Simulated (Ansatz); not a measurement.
The lowest singlet and triplet of H2Sn (SMILES [SnH2]); geometries from B3LYP-D3(BJ)/def2-TZVP, each state relaxed from the structure named, with no frequency check.
Singlet (charge 0, multiplicity 1):
```xyz
3

Sn    -0.00013     0.04819     0.00000
H     -1.26196    -1.20820     0.00000
H      1.26857    -1.20127     0.00000
```

A positive gap puts the triplet lower; no zero-point energy. R- takes a restricted singlet. U- takes an unrestricted singlet (broken symmetry where lower, unprojected). The triplet is unrestricted in single-reference levels. Active spaces average the two states.

Correlated levels freeze the cores. Filled d and f shells under p-block atoms count as core.

Codes used: Ansatz (Gaussian basis) for Hartree–Fock, density functionals and correlated methods.  In def2 rows elements past Kr take small-core potentials, without spin–orbit coupling.

```csv
level,"gap E(singlet) − E(triplet), vertical, at the singlet's geometry (kJ/mol)"
U-HF/def2-SVP (spin-contaminated),-96.1
R-SVWN5/def2-TZVPP,-152.5
U-r2SCAN/def2-TZVPP,-130.6
U-B2PLYP/def2-TZVPP,-151.8
U-MP2/def2-QZVPP (spin-contaminated),-126.3
U-SCS-MP2/def2-TZVPP (spin-contaminated),-136.3
U-CCSD(T)/def2-TZVPP (spin-contaminated),-137.8
R-CCSDT(Q)/def2-TZVPP,-137.8
"FIC-MRCISD+Q on SA-CASSCF(6,6)/def2-QZVPP",(withheld)
```

Question: Fill in the missing entries.

Answer: 
- FIC-MRCISD+Q on SA-CASSCF(6,6)/def2-QZVPP, gap E(singlet) − E(triplet), vertical, at the singlet's geometry (kJ/mol): -142.3

Doubts at one or more of the structures used: T1 above 0.05 (U-CCSD(T)/def2-TZVPP (spin-contaminated)); a restricted determinant that unrestricted orbitals would lower (R-CCSDT(Q)/def2-TZVPP).

Ansatz is an electronic-structure program.
